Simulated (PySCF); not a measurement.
A calculated (PBE0, PySCF 2.14, x2c-SVPall, scalar relativity by spin-free X2C-1e) atom or ion has these occupied shells.

```json
{"shell": "1s", "electrons": "2", "orbital energy (eV)": "-2148.3", "rms radius, mean of both spins (bohr)": "0.120"}
{"shell": "2s", "electrons": "2", "orbital energy (eV)": "-221.11", "rms radius, mean of both spins (bohr)": "0.563"}
{"shell": "2p", "electrons": "6", "orbital energy (eV)": "-169.56", "rms radius, mean of both spins (bohr)": "0.540"}
{"shell": "3s", "electrons": "2", "orbital energy (eV)": "-46.921", "rms radius, mean of both spins (bohr)": "1.81"}
```

(1) Name the element and its charge.

Answers

(1) P³⁺ (phosphorus, charge +3), in [Ne] 3s2, closed-shell 1S.
